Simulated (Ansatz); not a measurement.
Basis-set extrapolation for `BNC(F)S` (PBE0-D4/def2-TZVP geometry, frozen core, the Gaussian-basis code of Ansatz). Multiplicity 1, RHF reference.

```
                      def2-TZVPP   def2-QZVPP
                 HF  -617.003937  -617.025253
    MP2 correlation    -0.907231    -0.979734
CCSD(T) correlation    -0.985999      not run
```

Energies in hartree. Use E(X) = E(∞) + A·exp(−7.88·√X) for Hartree–Fock and E(X) = E(∞) + B·X^(−2.97) for correlation, with X = 3 and 4, and add CCSD(T) minus MP2 of the smaller set to the MP2 limit.

Q: What is the CCSD(T) energy at the basis-set limit?

A: HF limit: -617.025253 + (-0.021316) × 0.13774 = -617.02819. MP2 limit: -0.979734 + (-0.072503) × 0.74074 = -1.03344. Higher-order term: -0.985999 − (-0.907231) = -0.07877. Total: -618.14040 hartree, 395.0 kJ/mol below CCSD(T)/def2-TZVPP.
